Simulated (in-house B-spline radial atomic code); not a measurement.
**Nb³⁺: [Ar] 3d10 4s2 4p5 4d3 (an excited or competing configuration)**

Level of theory: non-relativistic HSE06, spin-polarised, spherical fractional occupations, point nucleus; calculated with a radial B-spline atomic code at the basis-set limit.

Effective charges: Z_r = [3n² - l(l+1)]/(2<r>) from the radius, Z_e = n√(-2ε) from the energy, and Slater's rules. Values are occupation-weighted means over spin.

```tsv
shell	electrons	ε (eV)	<r> (bohr)	Z_r	Z_e	Slater
1s	2	-18468	0.0372	40.33	36.84	40.70
2s	2	-2589.4	0.1628	36.86	27.59	36.85
2p	6	-2379.8	0.1398	35.77	26.45	36.85
3s	2	-466.99	0.4538	29.75	17.58	29.75
3p	6	-386.85	0.45	27.78	16.00	29.75
3d	10	-240.78	0.4313	24.34	12.62	19.85
4s	2	-90.806	1.168	20.55	10.33	13.60
4p	5	-67.716	1.275	18.05	8.92	13.60
4d	3	-33.82	1.656	12.68	6.31	5.30
```

The least bound orbital is 4d up at -33.82 eV, and it is also the most diffuse (<r> = 1.656 bohr).

Caution: exact exchange at fractional occupations of open shells leaves self-interaction of up to several eV.
